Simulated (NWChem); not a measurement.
System: C$_{2}$H$_{6}$F$_{2}$Si; SMILES CC[SiH](F)F

Here is an NWChem input.

```
start job
memory heap 200 mb stack 900 mb global 1100 mb
geometry units angstroms noautoz
  Si    -0.000751    -0.607930    -0.439422
  F     -1.291196    -1.055950     0.429725
  F      1.296531    -1.050497     0.422295
  C     -0.004719     1.232242    -0.658061
  C     -0.000499     2.018120     0.653131
  H     -0.002721    -1.391461    -1.697997
  H      0.872718     1.491324    -1.277297
  H     -0.887430     1.489134    -1.270623
  H     -0.000869     3.103529     0.471868
  H      0.888248     1.780855     1.257416
  H     -0.885454     1.781093     1.263086
end
basis spherical
  * library def2-tzvp
end
dft
  xc b3lyp
  iterations 150
  semidirect filesize 400000000
  mulliken
end
task dft energy
```

All runs use the structure optimised with PBE0/def2-SVP.

Predict the main results of this run. (B3LYP/def2-TZVP.) Quantities: energy (Ha); highest occupied level (eV); orbital gap (eV); dipole (D).


| Item | Result |
|---|---|
| energy (Ha) | -569.31 |
| highest occupied level (eV) | -8.70 |
| orbital gap (eV) | 9.20 |
| dipole (D) | 2.30 |
